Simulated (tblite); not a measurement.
Species: C7H13Ga.
Atom-mapped SMILES: `[CH2:1]=[CH:2][C@@H:3]1[CH2:4][CH2:5][GaH:6][C@@H:7]1[CH3:8]` (hydrogens: H9, H10 on C1; H11 on C2; H12 on C3; H13, H14 on C4; H15, H16 on C5; H17 on Ga6; H18 on C7; H19, H20, H21 on C8)

Computed with GFN2-xTB (tblite), gas phase: L-BFGS steps from a force-field or distance-geometry start until the largest atomic force falls under 0.01 eV/Å.

Step 38: E = -618.1624 eV
```
atom  x, y, z in Å  |  force x, y, z in eV/Å
C1      2.2933   -1.6679    0.0064    0.038   0.023   0.060
C2      1.1588   -1.0701    0.3169    0.014   0.009  -0.001
C3      0.5542    0.0430   -0.4863    0.085   0.044   0.016
C4      0.7092    1.3438    0.3849   -0.019   0.000  -0.012
C5     -0.5515    1.8261    1.1067   -0.153   0.018  -0.122
Ga6    -1.7759    1.5664   -0.5381    0.031   0.028   0.078
C7     -0.8822   -0.2421   -0.9927    0.176   0.065   0.010
C8     -1.5799   -1.3544   -0.1951    0.019   0.081  -0.097
H9      2.7403   -2.3992    0.6573    0.009  -0.096  -0.035
H10     2.8410   -1.4313   -0.8915   -0.033  -0.018  -0.018
H11     0.6562   -1.3153    1.2436    0.018   0.022  -0.042
H12     1.1919    0.2058   -1.3659   -0.030  -0.071   0.023
H13     1.5249    1.1569    1.0866    0.052   0.071   0.045
H14     1.0213    2.1529   -0.2847    0.094   0.016  -0.055
H15    -0.3916    2.8445    1.4751   -0.059  -0.097   0.010
H16    -0.7831    1.1792    1.9611   -0.022   0.074  -0.061
H17    -2.6580    2.5996   -1.4405   -0.013  -0.045   0.098
H18    -0.8129   -0.5476   -2.0440   -0.090  -0.015   0.096
H19    -2.5836   -1.5189   -0.5933    0.009  -0.032   0.020
H20    -1.6660   -1.0689    0.8563   -0.045  -0.060  -0.042
H21    -1.0155   -2.2855   -0.2635   -0.081  -0.018   0.028
```

Step 39: E = -618.1685 eV
```
atom  x, y, z in Å  |  force x, y, z in eV/Å
C1      2.2918   -1.6741    0.0045    0.052   0.003   0.050
C2      1.1606   -1.0707    0.3213    0.061  -0.024  -0.010
C3      0.5598    0.0460   -0.4825    0.135   0.000   0.091
C4      0.7106    1.3476    0.3859    0.017   0.052   0.030
C5     -0.5515    1.8365    1.1051   -0.127  -0.007  -0.113
Ga6    -1.7728    1.5606   -0.5366   -0.006   0.080   0.086
C7     -0.8737   -0.2377   -0.9886    0.138   0.047   0.010
C8     -1.5787   -1.3511   -0.1999   -0.002   0.058  -0.047
H9      2.7365   -2.4167    0.6484   -0.030  -0.026  -0.074
H10     2.8406   -1.4372   -0.8961   -0.087  -0.029   0.064
H11     0.6562   -1.3198    1.2478    0.044   0.044  -0.089
H12     1.2016    0.2054   -1.3599   -0.044  -0.062   0.027
H13     1.5254    1.1647    1.0909    0.034   0.070   0.027
H14     1.0240    2.1546   -0.2864    0.090   0.007  -0.039
H15    -0.3890    2.8543    1.4750   -0.059  -0.101  -0.022
H16    -0.7864    1.1942    1.9621   -0.016   0.056  -0.068
H17    -2.6866    2.5636   -1.4357   -0.018  -0.025   0.091
H18    -0.8021   -0.5431   -2.0365   -0.090  -0.035  -0.005
H19    -2.5859   -1.4986   -0.5977    0.034  -0.060   0.008
H20    -1.6671   -1.0737    0.8543   -0.018  -0.066  -0.051
H21    -1.0221   -2.2877   -0.2759   -0.110   0.016   0.034
```

Step 40: E = -618.1750 eV
```
atom  x, y, z in Å  |  force x, y, z in eV/Å
C1      2.2903   -1.6811    0.0039    0.057  -0.027   0.027
C2      1.1630   -1.0717    0.3251    0.101  -0.040  -0.008
C3      0.5683    0.0493   -0.4776    0.141  -0.034   0.136
C4      0.7132    1.3520    0.3879    0.059   0.096   0.062
C5     -0.5537    1.8490    1.0995   -0.041  -0.032  -0.072
Ga6    -1.7710    1.5556   -0.5333   -0.047   0.112   0.058
C7     -0.8624   -0.2317   -0.9840    0.046   0.019   0.009
C8     -1.5757   -1.3468   -0.2059   -0.027   0.018   0.020
H9      2.7313   -2.4362    0.6385   -0.057   0.026  -0.088
H10     2.8383   -1.4449   -0.8997   -0.111  -0.030   0.114
H11     0.6560   -1.3228    1.2502    0.056   0.052  -0.099
H12     1.2114    0.2031   -1.3542   -0.029  -0.036   0.020
H13     1.5248    1.1707    1.0992   -0.002   0.082   0.004
H14     1.0339    2.1558   -0.2872    0.069  -0.012  -0.002
H15    -0.3883    2.8652    1.4717   -0.054  -0.080  -0.056
H16    -0.7918    1.2137    1.9612   -0.015   0.024  -0.075
H17    -2.7211    2.5241   -1.4261   -0.026  -0.007   0.084
H18    -0.7944   -0.5367   -2.0296   -0.062  -0.045  -0.097
H19    -2.5869   -1.4784   -0.6013    0.060  -0.075  -0.014
H20    -1.6656   -1.0813    0.8517    0.009  -0.059  -0.055
H21    -1.0285   -2.2896   -0.2906   -0.128   0.048   0.032
```

Step 41: E = -618.1813 eV
```
atom  x, y, z in Å  |  force x, y, z in eV/Å
C1      2.2894   -1.6889    0.0040    0.042  -0.053   0.000
C2      1.1663   -1.0736    0.3282    0.114  -0.022   0.007
C3      0.5787    0.0522   -0.4713    0.087  -0.039   0.118
C4      0.7179    1.3574    0.3915    0.083   0.100   0.067
C5     -0.5564    1.8625    1.0911    0.070  -0.047  -0.015
Ga6    -1.7713    1.5536   -0.5296   -0.073   0.106   0.006
C7     -0.8500   -0.2250   -0.9795   -0.058  -0.013  -0.003
C8     -1.5715   -1.3427   -0.2119   -0.044  -0.020   0.070
H9      2.7240   -2.4555    0.6283   -0.055   0.032  -0.064
H10     2.8341   -1.4542   -0.9013   -0.092  -0.016   0.105
H11     0.6562   -1.3243    1.2504    0.050   0.041  -0.065
H12     1.2202    0.2002   -1.3486    0.005  -0.003   0.012
H13     1.5233    1.1739    1.1109   -0.036   0.104  -0.010
H14     1.0501    2.1566   -0.2862    0.040  -0.036   0.047
H15    -0.3888    2.8772    1.4644   -0.046  -0.038  -0.080
H16    -0.7995    1.2364    1.9579   -0.012  -0.015  -0.080
H17    -2.7610    2.4853   -1.4126   -0.032   0.009   0.079
H18    -0.7892   -0.5298   -2.0248   -0.019  -0.037  -0.132
H19    -2.5862   -1.4604   -0.6040    0.071  -0.076  -0.037
H20    -1.6605   -1.0929    0.8494    0.026  -0.035  -0.046
H21    -1.0348   -2.2909   -0.3069   -0.124   0.060   0.023
```

Question: Estimate the geometry and energy of step 42. (The exact step hangs on the optimiser's Hessian estimate; all steps are aligned on step 41, rigid shifts and turns removed.)

Answer: E = -618.1864 eV, largest force 0.149 eV/Å
```
atom  x, y, z in Å  |  force x, y, z in eV/Å
C1      2.2887   -1.6968    0.0040    0.008  -0.061  -0.016
C2      1.1704   -1.0759    0.3303    0.092   0.020   0.025
C3      0.5886    0.0545   -0.4642    0.003  -0.015   0.046
C4      0.7240    1.3632    0.3962    0.073   0.057   0.045
C5     -0.5570    1.8749    1.0827    0.140  -0.046   0.022
Ga6    -1.7737    1.5551   -0.5274   -0.068   0.063  -0.039
C7     -0.8401   -0.2197   -0.9760   -0.115  -0.035  -0.017
C8     -1.5678   -1.3398   -0.2163   -0.046  -0.035   0.075
H9      2.7157   -2.4718    0.6196   -0.026  -0.006  -0.015
H10     2.8295   -1.4633   -0.9012   -0.038   0.003   0.044
H11     0.6573   -1.3248    1.2493    0.033   0.017  -0.007
H12     1.2271    0.1984   -1.3434    0.037   0.024   0.011
H13     1.5218    1.1756    1.1230   -0.046   0.123  -0.006
H14     1.0678    2.1571   -0.2831    0.017  -0.050   0.084
H15    -0.3895    2.8890    1.4545   -0.034   0.005  -0.085
H16    -0.8080    1.2575    1.9533   -0.003  -0.048  -0.078
H17    -2.8007    2.4535   -1.3984   -0.034   0.018   0.075
H18    -0.7850   -0.5246   -2.0228    0.018  -0.013  -0.101
H19    -2.5841   -1.4470   -0.6064    0.057  -0.069  -0.048
H20    -1.6533   -1.1061    0.8480    0.027  -0.001  -0.024
H21    -1.0409   -2.2917   -0.3224   -0.095   0.044   0.011
```

The energy changes by -0.0051 eV. The first-order estimate −F·Δx gives -0.0072 eV and the mean of the old and new forces, exact on a quadratic surface, -0.0051 eV. The step makes an angle of 79° with the force vector and moves no atom by more than 0.053 Å.

The cost below is that of the whole relaxation. Hardware: one thread of an Arm Neoverse N1, shared host with 64 logical CPUs at a one-minute load of 54. Cost: 2.9 s.
